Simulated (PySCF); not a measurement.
Species: C2H13Si4 (doublet state).
Z-matrix (Å and degrees, GFN2-xTB geometry), rows numbered from 1:
```
C 
Si  1  1.9103
Si  2  2.2845  1  105.90
Si  2  2.3327  1  107.89  3   134.15
C   4  1.9083  2  112.54  1    94.73
Si  5  1.8975  4  115.49  2   -65.91
H   1  1.0858  2  111.74  3    54.95
H   1  1.0865  2  111.35  3   -65.32
H   1  1.0863  2  110.96  3   175.00
H   2  1.4876  1  104.98  3  -110.93
H   3  1.4677  2  120.21  1   179.31
H   3  1.4683  2  120.78  1    47.10
H   4  1.4725  2  114.26  1   -28.78
H   4  1.4764  2  108.96  1  -146.30
H   5  1.0914  4  108.29  2    56.48
H   5  1.0910  4  109.01  2   171.37
H   6  1.4656  5  109.57  4   -57.11
H   6  1.4655  5  109.64  4    62.99
H   6  1.4663  5  110.21  4  -177.07
```

The hyperfine couplings belong to this conformer and change with its torsions.

Identity: `C[Si@@H]([SiH2])[SiH2]C[SiH3]` [radical].

Level of theory: UKS B3LYP, pcH-1 on C H Si, non-relativistic, mean-field spin-orbit, GIAO (PySCF 2.14.0). Geometry: GFN2-xTB, one conformer, isolated molecule. The geometry wasn't refined by DFT: couplings that depend on bond lengths, twists or pyramidal angles can differ widely from those at the functional's own minimum, by a factor of two or more for some ions and for spin on atoms past the first row. Stability of the SCF solution: not tested.

Task: Give the principal g shifts and their parts.

Result: 
| Δg (ppm) | 1 | 2 | 3 |
| --- | --- | --- | --- |
| relativistic mass correction | -123 | -123 | -123 |
| gauge correction | 6 | 38 | 48 |
| orbital Zeeman/spin–orbit | -237 | 2315 | 4049 |
| total | -354 | 2230 | 3974 |

So g = 2.00197, 2.00455, 2.00629 and g_iso = 2.00427; the tensor is rhombic: the two nearest values differ by 40 % of g3 − g1. Axes: g2 points within 10° of the Si2–Si3 bond.

Task: How much does each term add to the isotropic shift?

Result: The orbital-Zeeman/spin–orbit term 2042, the mass correction -123 and the gauge correction 31 ppm, for a total of 1950 ppm. The orbital-Zeeman/spin–orbit term is the largest in size. The mass correction is the same along every axis, so the anisotropy comes from the other two: their spans along these axes are 42 (gauge) and 4286 ppm (orbital Zeeman/spin–orbit).

Task: At 33.847 GHz, how far is the centre of the isotropic spectrum from where a free electron (g = 2.002319) resonates?

Result: B = hν/(g μB) with μB/h = 13.99624 MHz/mT gives 1207.75 mT for the free electron and 1206.57 mT at g_iso, 1.18 mT lower.

Task: In a frozen sample, at which fields do the three g values resonate at 9.5, 34, 94 and 263 GHz (hyperfine left aside), and which band first spreads them over more than twice a line width of 0.3 mT?

Result: 
```csv
band,GHz,B(g3) mT,B(g2) mT,B(g1) mT,spread mT
X,9.5,338.31,338.61,339.04,0.73
Q,34.0,1210.80,1211.86,1213.42,2.62
W,94.0,3347.51,3350.42,3354.75,7.24
J,263.0,9365.91,9374.06,9386.15,20.25
```

The spread grows in proportion to the frequency. X band is the first where it exceeds 0.6 mT.

The largest Mulliken spin population is on Si3 (+0.97). The angles at Si3 add up to 345.0°, so it is pyramidal.

The HOMO–LUMO gaps are 5.11 eV among the α and 4.99 eV among the β orbitals.
